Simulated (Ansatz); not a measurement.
A nudged elastic band was laid between two geometries of CH8B2Si (12 atoms, charge 0, multiplicity 1).

Level of theory: Ansatz, RKS PBE/def2-SVP.

| Item | Value |
| --- | --- |
| movable images | 5 |
| climbing image | yes |
| spring | 5.0 eV/Å² |
| optimiser | quadratic models (default) |
| start path | IDPP |
| force threshold | 0.05 eV/Å |
| iteration limit | 60 |
| end points | relaxed |

First end point:

```xyz
12
Properties=species:S:1:pos:R:3
B -1.104 1.300 -0.145
C -0.716 -0.171 0.093
B 0.145 -0.383 1.370
Si 0.883 -0.563 -0.923
H -2.248 1.595 -0.446
H -0.283 2.188 -0.004
H -1.475 -0.950 -0.115
H 0.000 -1.374 2.062
H 0.989 0.442 1.677
H 1.621 0.671 -1.337
H 0.460 -1.382 -2.107
H 1.805 -1.427 -0.089
```

Last end point:

```xyz
12
Properties=species:S:1:pos:R:3
B -1.103 1.301 -0.146
C -0.714 -0.170 0.089
B 0.142 -0.382 1.370
Si 0.886 -0.565 -0.923
H -2.248 1.595 -0.441
H -0.282 2.190 -0.006
H -1.473 -0.948 -0.118
H 0.987 0.440 1.682
H -0.010 -1.373 2.061
H 1.625 0.669 -1.337
H 0.462 -1.383 -2.109
H 1.806 -1.429 -0.088
```

Task: What changes between the two ends?

Result: No bond is made or broken. The dihedral Si4–C2–B3–H8 goes from -108 to 71°. The two ends are copies of one structure, up to a mirror image or an exchange of like atoms.

Task: Give the energies along the band, and the barrier.

Result: It converged. The highest image is number 3 of 0 to 6, 0.35 eV above the ends, which have the same energy within 2 meV. A vibrational analysis at the climbing image gives one clearly imaginary mode, 200i cm⁻¹: a first-order saddle point.

| image | path coordinate (Å) | energy (eV) | dihedral Si4–C2–B3–H8 (°) |
| --- | --- | --- | --- |
| 0 | 0.00 | 0.00 | -108 |
| 1 | 1.42 | 0.02 | -113 |
| 2 | 2.84 | 0.20 | -65 |
| 3 | 4.26 | 0.35 | -6 |
| 4 | 5.40 | 0.19 | 26 |
| 5 | 6.54 | 0.01 | 61 |
| 6 | 7.68 | 0.00 | 71 |

Task: What is the geometry of the highest image?

Result: 
```xyz
12
Properties=species:S:1:pos:R:3
B -0.911 1.344 -0.261
C -0.415 -0.087 0.093
B 0.068 -0.045 1.589
Si 0.828 -0.912 -1.082
H -2.034 1.714 0.030
H -0.159 2.136 -0.806
H -1.333 -0.708 0.290
H 1.094 -0.606 1.937
H -0.597 0.516 2.444
H 2.113 -0.130 -1.060
H 0.318 -0.952 -2.499
H 1.104 -2.325 -0.640
```

Task: What are the harmonic wavenumbers there?

Result: 200i, 125, 161, 171, 200, 265, 565, 617, 629, 682, 816, 853, 891, 903, 915, 926, 1002, 1027, 1083, 1104, 1186, 1210, 2157, 2163, 2176, 2485, 2500, 2576, 2588, 2892 cm⁻¹.

Run time: 4.7 min on 2 threads of Arm Neoverse V1, on a shared host, peak memory 0.13 GiB.
